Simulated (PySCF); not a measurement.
C₄H₁₀OSi, SMILES [SiH3][C@]1(C)CCO1. Atoms are numbered in the order given.

```xyz
16

C      0.0518     1.5528     1.0546
C     -0.0219     0.2652     0.2550
Si     1.6096    -0.1932    -0.6305
C     -0.7491    -0.9248     0.9370
C     -1.7025    -0.8514    -0.2667
O     -1.0668     0.3338    -0.7715
H      0.7781     1.4592     1.8789
H     -0.9360     1.7929     1.4818
H      0.3600     2.3965     0.4168
H      1.3987    -1.4597    -1.3888
H      1.9935     0.8978    -1.5703
H      2.7160    -0.4013     0.3546
H     -1.2070    -0.6569     1.9010
H     -0.1830    -1.8599     1.0585
H     -2.7702    -0.6857    -0.0416
H     -1.6191    -1.6987    -0.9715
```

The structure is a stationary point at B3LYP-D3(BJ)/def2-SVP. The structure was generated by enumeration; whether it is a known compound was not checked.

Level of theory: PBE/pcSseg-1 (PySCF).

GIAO shieldings, no solvent; atoms listed in one row are averaged. δ = σ(ref) − σ: ¹³C against TMS (σ = 182.0 ppm); ²⁹Si against TMS (σ = 335.4 ppm); ¹⁷O against H2O (σ = 334.3 ppm); ¹H against TMS (σ = 31.49 ppm), references at their B3LYP-D3(BJ)/def2-TZVP geometries, non-relativistic.

Q: Estimate the chemical shifts. (Estimate from the structure and the level; the computed values follow.)

A: 
| nucleus | atoms | count | δ (ppm) |
|---|---|---|---|
| ¹³C | C2 | 1 | 86.9 |
| ¹³C | C5 | 1 | 72.5 |
| ¹³C | C4 | 1 | 37.8 |
| ¹³C | C1 | 1 | 33.6 |
| ²⁹Si | Si3 | 1 | -69.5 |
| ¹⁷O | O6 | 1 | 68.4 |
| ¹H | H16 | 1 | 5.09 |
| ¹H | H15 | 1 | 4.89 |
| ¹H | H10, H11, H12 | 3 | 4.24 |
| ¹H | H14 | 1 | 2.89 |
| ¹H | H13 | 1 | 2.68 |
| ¹H | H7, H8, H9 | 3 | 1.89 |
